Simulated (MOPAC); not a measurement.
Input for MOPAC: AM1 on CH4Be (SMILES [BeH][CH3]), a point of a bond scan (R = 3.063 Å).

```
AM1 1SCF PRECISE CHARGE=0 THREADS=1
CH4Be

Be    -0.93852540 1    -0.49476050 1    -0.13416384 1
H     -3.62658950 1    -1.91182173 1    -0.51842728 1
C      0.53116533 1     0.28001333 1     0.07593101 1
H      1.01548029 1    -0.00621365 1     1.01576467 1
H      0.42177910 1     1.36971531 1     0.09486335 1
H      1.23709912 1     0.04633441 1    -0.72832381 1
```

It printed:

```
*******************************************************************************
 **                                                                           **
 **                              MOPAC v23.2.5                                **
 **                                                                           **
 *******************************************************************************
 ** MOPAC's Digital Object Identifier: https://doi.org/10.5281/zenodo.6511958 **
 **                                                                           **
 ** Please cite the open-source release paper for use of this MOPAC version:  **
 ** J. E. Moussa and J. J. P. Stewart (2026)                                  **
 ** MOPAC: An open-source semiempirical molecular orbital program             **
 ** J. Open Source Softw., 11(119), 8025, https://doi.org/10.21105/joss.08025 **
 *******************************************************************************

                              AM1 CALCULATION RESULTS

 *******************************************************************************
 *  AM1        - The AM1 Hamiltonian to be used
 *
 *
 *
 *                 CHARGE ON SYSTEM = 0
 *
 *
 *
 *  PRECISE    - TIGHTER CRITERIA TO BE USED
 *  1SCF       - DO 1 SCF AND THEN STOP
 *  THREADS=1  - MULTI-THREADING NOT USED
 *  T=         - A TIME OF 172800.0 SECONDS REQUESTED
 *  DUMP=N     - RESTART FILE WRITTEN EVERY 7200.0 SECONDS REQUESTED
 *******************************************************************************
AM1 1SCF PRECISE CHARGE=0 THREADS=1
 CH4Be

   ATOM   CHEMICAL          X               Y               Z
  NUMBER   SYMBOL      (ANGSTROMS)     (ANGSTROMS)     (ANGSTROMS)

     1      Be         -0.93852540  *  -0.49476050  *  -0.13416384  *
     2       H         -3.62658950  *  -1.91182173  *  -0.51842728  *
     3       C          0.53116533  *   0.28001333  *   0.07593101  *
     4       H          1.01548029  *  -0.00621365  *   1.01576467  *
     5       H          0.42177910  *   1.36971531  *   0.09486335  *
     6       H          1.23709912  *   0.04633441  *  -0.72832381  *



          CARTESIAN COORDINATES

    NO.       ATOM           X           Y           Z

     1        Be         -0.9385     -0.4948     -0.1342
     2         H         -3.6266     -1.9118     -0.5184
     3         C          0.5312      0.2800      0.0759
     4         H          1.0155     -0.0062      1.0158
     5         H          0.4218      1.3697      0.0949
     6         H          1.2371      0.0463     -0.7283

  H: (AM1): M.J.S. DEWAR ET AL, J. AM. CHEM. SOC. 107 3902-3909 (1985)
 Be: (AM1): J. J. P. STEWART, J. MOL. MOD., 10, 155-164 (2004)
  C: (AM1): M.J.S. DEWAR ET AL, J. AM. CHEM. SOC. 107 3902-3909 (1985)

           Empirical Formula: C H4 Be  =     6 atoms



      MOLECULAR POINT GROUP   :   C3v


      RHF CALCULATION, NO. OF DOUBLY OCCUPIED LEVELS = 5


 -------------------------------------------------------------------------------
 AM1 1SCF PRECISE CHARGE=0 THREADS=1
 CH4Be



     1SCF WAS SPECIFIED, SO BFGS WAS NOT USED
     SCF FIELD WAS ACHIEVED


                              AM1 CALCULATION
                                                       MOPAC v23.2.5 Linux




          FINAL HEAT OF FORMATION =        126.10753 KCAL/MOL =     527.63391 KJ/MOL


          COSMO AREA              =         94.83 SQUARE ANGSTROMS
          COSMO VOLUME            =         73.46 CUBIC ANGSTROMS

          IONIZATION POTENTIAL    =          8.932183 EV
          HOMO LUMO ENERGIES (EV) =         -8.932 -1.490
          NO. OF FILLED LEVELS    =          5
          MOLECULAR WEIGHT        =         25.0548         POINT GROUP:  C3v

          MOLECULAR DIMENSIONS (Angstroms)

            Atom       Atom       Distance
            H     5    H     2     5.24728
            H     4    H     6     1.75890
            H     5    H     4     1.49445


          SCF CALCULATIONS        =          1





   ATOM   CHEMICAL          X               Y               Z
  NUMBER   SYMBOL      (ANGSTROMS)     (ANGSTROMS)     (ANGSTROMS)

     1      Be         -0.93852540  *  -0.49476050  *  -0.13416384  *
     2       H         -3.62658950  *  -1.91182173  *  -0.51842728  *
     3       C          0.53116533  *   0.28001333  *   0.07593101  *
     4       H          1.01548029  *  -0.00621365  *   1.01576467  *
     5       H          0.42177910  *   1.36971531  *   0.09486335  *
     6       H          1.23709912  *   0.04633441  *  -0.72832381  *

                             CARTESIAN COORDINATES

   1   Be       -0.938525400    -0.494760500    -0.134163840
   2    H       -3.626589500    -1.911821730    -0.518427280
   3    C        0.531165330     0.280013330     0.075931010
   4    H        1.015480290    -0.006213650     1.015764670
   5    H        0.421779100     1.369715310     0.094863350
   6    H        1.237099120     0.046334410    -0.728323810


           Empirical Formula: C H4 Be  =     6 atoms



      MOLECULAR POINT GROUP   :   C3v


                  EIGENVALUES
 -29.12413 -12.87734 -12.87734 -10.25459  -8.93218  -1.49033   2.80331   4.81335
   4.81335   5.75865   5.75865   5.92509


              NET ATOMIC CHARGES AND DIPOLE CONTRIBUTIONS

  ATOM NO.   TYPE          CHARGE      No. of ELECS.   s-Pop       p-Pop
    1         Be           0.095245        1.9048     0.85434     1.05041
    2          H           0.111822        0.8882     0.88818
    3          C          -0.429935        4.4299     1.17096     3.25898
    4          H           0.074289        0.9257     0.92571
    5          H           0.074289        0.9257     0.92571
    6          H           0.074289        0.9257     0.92571
 DIPOLE           X         Y         Z       TOTAL
 POINT-CHG.    -2.520    -1.328    -0.360     2.871
 HYBRID         1.772     0.934     0.253     2.019
 SUM           -0.748    -0.394    -0.107     0.853


          ATOMIC ORBITAL ELECTRON POPULATIONS

     Atom    s        px        py        pz
    1 Be   0.85434   0.76749   0.23618   0.04674
    2  H   0.88818
    3  C   1.17096   1.18426   1.05959   1.01513
    4  H   0.92571
    5  H   0.92571
    6  H   0.92571

 **********************
 *                    *
 * JOB ENDED NORMALLY *
 *                    *
 **********************




 == MOPAC DONE ==
```

The run finished.

Cost: about 0.03 core-seconds (a rough figure).
